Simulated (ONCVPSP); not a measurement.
## Potentials for W (Z = 74) compared

Generated with ld1.x 7.5 (TM, RRKJ, ultrasoft, PAW), atompaw 4.2 or ONCVPSP 4.0.1. The cutoff is in Ry: for ld1.x and atompaw files where the sum of valence levels is converged to 10 mRy in a Bessel basis, for ONCV files where the hardest occupied wave has 1 mHa per electron of residual kinetic energy. The error is the largest all-electron minus pseudo excitation energy over each file’s own four to seven test configurations (ionisations up to +4, promotions, holes and added fractions of an electron), all of which were solved. The labels leave out finer settings (local radius, basis sizes, second energies), which also bear on the numbers. Spin-polarised tests are not counted. The rows are a selection from randomly drawn settings: files with unsolved tests, undetermined cutoffs or missed reference levels are left out.

A true bound ghost makes a file unfit for plane-wave use even where its test errors are small: the radial tests pick states by their node count and pass the ghost by.

```tsv
potential	cutoff (Ry)	largest error (meV)	bound ghosts
ONCV, PBE, fully relativistic, rc 1.40/1.64/2.54 (spd), local smoothed, core correction yes, reference 5s2 5p6 5d3, qcut 5.5/5.4/8.4, projectors 2/2/2	156	-36	d3/2
ONCV, PBE, fully relativistic, rc 1.60/2.00/2.75 (spd), local smoothed, core correction yes, reference 5s2 5p6 5d4 6s2, qcut 7.1/5.4/6.2, projectors 2/1/2	45	+242	none
ONCV, PBE, non-relativistic, rc 3.05/1.85/2.40 (spd), local smoothed, core correction yes, reference 5p6 5d4 6s1.5 6p0.5, qcut 1.9/9.5/5.6, projectors 2/2/1	51	+12	none
ONCV, PBEsol, scalar-relativistic, rc 1.95/2.00/1.60/1.65 (spdf), local d, core correction yes, reference 5s2 5p6 5d4.5 6s1.5, qcut 6.4/5.4/6/6.1, projectors 2/2/0/1	28	-13	none
```

Question: Fill in the row for W: ONCV, PBEsol, scalar-relativistic, rc 1.50/2.15/1.75/1.10 (spdf), local smoothed, core correction no, reference 4f14 5s2 5p6 5d4 6s1.75 6p0.25, qcut 6.2/7.5/5.5/14.3, projectors 3/2/1/2.

Answer: cutoff 188 Ry, largest error -11 meV, bound ghosts: none.

Question: Fill in the row for W: ONCV, LDA (Perdew-Zunger), scalar-relativistic, rc 2.00/2.10/2.20/0.55 (spdf), local smoothed, core correction yes, reference 4f14 5s2 5p6 5d4 6s2, qcut 4.7/6.3/8.3/23, projectors 2/3/2/3.

Answer: cutoff 1278 Ry, largest error -105 meV, bound ghosts: s, p.

Question: Fill in the row for W: ONCV, PW91, fully relativistic, rc 1.85/1.15/1.65/1.65 (spdf), local smoothed, core correction no, reference 5s2 5p6 5d4 6s2, qcut 6.3/7.4/5.6/7.3, projectors 2/2/2/2.

Answer: cutoff 160 Ry, largest error +4.2 meV, bound ghosts: f7/2.
